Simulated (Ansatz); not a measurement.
Species: dichloroboranyl(trimethyl)silane, C3H9BCl2Si, net charge 0, singlet state. SMILES: C[Si](C)(C)B(Cl)Cl
Structure (B3LYP-D3(BJ)/def2-TZVP (Ansatz, a quantum-chemistry and plane-wave program) minimum search):
```
Si
C 1 1.8775
H 2 1.0918 1 111.17
H 2 1.0918 3 107.60 1 -121.96
H 2 1.0926 3 107.94 4 -116.25
C 1 1.8824 2 110.43 3 -179.21
H 6 1.0915 1 111.02 2 178.30
H 6 1.0919 7 107.94 1 122.46
H 6 1.0929 7 108.02 8 116.32
C 1 1.8824 2 110.43 3 59.36
H 10 1.0915 1 111.02 2 -178.30
H 10 1.0919 11 107.94 1 -122.46
H 10 1.0929 11 108.02 12 -116.32
B 1 2.0231 2 110.50 3 -59.93
Cl 14 1.7584 1 122.75 2 0.00
Cl 14 1.7619 15 117.47 1 -180.00
```
Charge 0, spin multiplicity 1.

Quantity: vertical ionisation energy (to the doublet state of charge +1; each state is the SCF solution reached for its spin), in eV. Valence correlation only, unless marked. UHF or UKS for open shells. No spin-orbit coupling. Non-relativistic. 

```tsv
level	program	vertical ionisation energy (eV)
HF/aug-cc-pV(T+d)Z	Ansatz	9.34
SVWN5/def2-TZVPD	Ansatz	9.24
PBE/def2-TZVPD	Ansatz	9.11
PBE0/def2-TZVPD	Ansatz	9.48
BHLYP/def2-TZVPD	Ansatz	9.74
wB97X-V/def2-TZVPD	Ansatz	9.79
B2PLYP/def2-TZVPD	Ansatz	9.57
CCSD/aug-cc-pV(D+d)Z	Ansatz	9.74
CCSD(T)/aug-cc-pV(D+d)Z	Ansatz	9.66
```
